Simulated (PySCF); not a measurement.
# Electronic structure of N (nitrogen, neutral) at the UHF level

Configuration: [He] 2s2 2p3, high-spin 4S determinant. All numbers are calculated (PySCF 2.14, the spin-free X2C one-electron Hamiltonian (Gaussian nucleus), in x2c-TZVPall (5s3p2d1f, 31 functions)).

```json
{
 "Total energy": "-54.432001 hartree",
 "One-electron energy": "-73.9966 hartree",
 "Hartree (Coulomb) energy": "26.1776 hartree",
 "Exchange energy": "-6.6130 hartree",
 "⟨S²⟩": "3.7577",
 "⟨L²⟩": "0.000",
 "Sum of ⟨r⟩": "7.341 bohr",
 "Sum of ⟨r²⟩": "12.04 bohr²",
 "Langevin diamagnetic susceptibility": "-9.54 ×10⁻⁶ cm³/mol",
 "Time after the integrals": "0.07 s of wall time on 1 thread of Intel(R) Xeon(R) Platinum 8559C (shared host)"
}
```

```csv
shell,electrons,mean orbital energy (eV),"rms radius, mean of both spins (bohr)"
1s α,1,-426.64,0.265
1s β,1,-424.17,0.265
2s α,1,-31.659,1.48
2s β,1,-19.766,1.48
2p α,3,-15.519,1.58
```
